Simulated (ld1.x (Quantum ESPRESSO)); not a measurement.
## Cutoff test, Ru, TM

ruthenium (Ru), norm-conserving Troullier–Martins (Kleinman–Bylander form), made with ld1.x (Quantum ESPRESSO) 7.5 (PBE, scalar-relativistic). Core [Ar] 3d10 4s2, reference 4p6 4d7 5s0.5 5p0.5. Waves: 4p (bound): rc 1.00 bohr; 4d (bound): rc 1.80 bohr; 5s (bound): rc 1.95 bohr. Local part: the s channel. Core correction: Bessel-smoothed model core, default radius (core density twice the valence density).

Occupied shells without a wave of their own: 5p. They enter only through the test configuration that unscreens the potential, and ld1.x also counts them in the model core charge.

The pseudo-atom Hamiltonian at the reference potential is diagonalised in spherical Bessel functions j_l(qr) that vanish at 20 bohr, with q² up to the cutoff. All-electron valence levels (Ry): 4p -3.4747, 5p -0.0997, 4d -0.4432, 5s -0.3544.

Q: How do the lowest levels (Ry) of each channel move with the cutoff, and are there ghosts?

A:

```json
{"cutoff (Ry)": "8", "p #1": "-1.9098", "p #2": "-0.0592", "d #1": "0.0245", "s #1": "-0.3189", "f #1": "0.0850", "Σ f·Δε (mRy)": "12690.1"}
{"cutoff (Ry)": "21", "p #1": "-3.3732", "p #2": "-0.0767", "d #1": "-0.2048", "s #1": "-0.3524", "f #1": "0.0850", "Σ f·Δε (mRy)": "2279.4"}
{"cutoff (Ry)": "45", "p #1": "-3.4351", "p #2": "-0.0768", "d #1": "-0.4405", "s #1": "-0.3538", "f #1": "0.0850", "Σ f·Δε (mRy)": "257.0"}
{"cutoff (Ry)": "90", "p #1": "-3.4707", "p #2": "-0.0771", "d #1": "-0.4431", "s #1": "-0.3543", "f #1": "0.0850", "Σ f·Δε (mRy)": "24.9"}
{"cutoff (Ry)": "160", "p #1": "-3.4745", "p #2": "-0.0771", "d #1": "-0.4432", "s #1": "-0.3544", "f #1": "0.0850", "Σ f·Δε (mRy)": "1.6"}
{"cutoff (Ry)": "300", "p #1": "-3.4748", "p #2": "-0.0771", "d #1": "-0.4432", "s #1": "-0.3544", "f #1": "0.0850", "Σ f·Δε (mRy)": "0.1"}
{"cutoff (Ry)": "400", "p #1": "-3.4748", "p #2": "-0.0771", "d #1": "-0.4432", "s #1": "-0.3544", "f #1": "0.0850", "Σ f·Δε (mRy)": "0.0"}
```

Result: no extra level below or beside the all-electron valence levels (p, d, s, f tested); 10 mRy is reached at 120 Ry and 1 mRy at 230 Ry.

The potential misses its own reference levels by up to 0.3 eV. ld1.x takes every shell without a wave as core, so the model core holds the 5p electrons as well and exchange and correlation see them twice. This cancels in the reference configuration, but the file is broken for other ones, and its errors say nothing about a proper core correction. Its largest configuration-test error is +500 meV.
